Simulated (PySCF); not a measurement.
Vertical excitations of a molecule H9Si4, multiplicity 2 from TDA-PBE/def2-SVPD in PySCF, as energy in eV (oscillator strength): 3.16 (0.001), 3.16 (0.001), 3.94 (0.000), 3.94 (0.000), 4.11 (0.001), 4.52 (0.010), 4.63 (0.000), 4.69 (0.001), 4.69 (0.001), 4.82 (0.070). Geometry optimised at r2SCAN-D4/def2-SVP. Other conformers were not sampled.

Question: Pick the molecule that these values belong to.
A) [SiH2][SiH2][SiH2][SiH3]
B) [SiH2][SiH]([SiH3])[SiH3]
C) [SiH3][SiH][SiH2][SiH3]
D) [SiH3][Si]([SiH3])[SiH3]

Answer: D, [SiH3][Si]([SiH3])[SiH3]
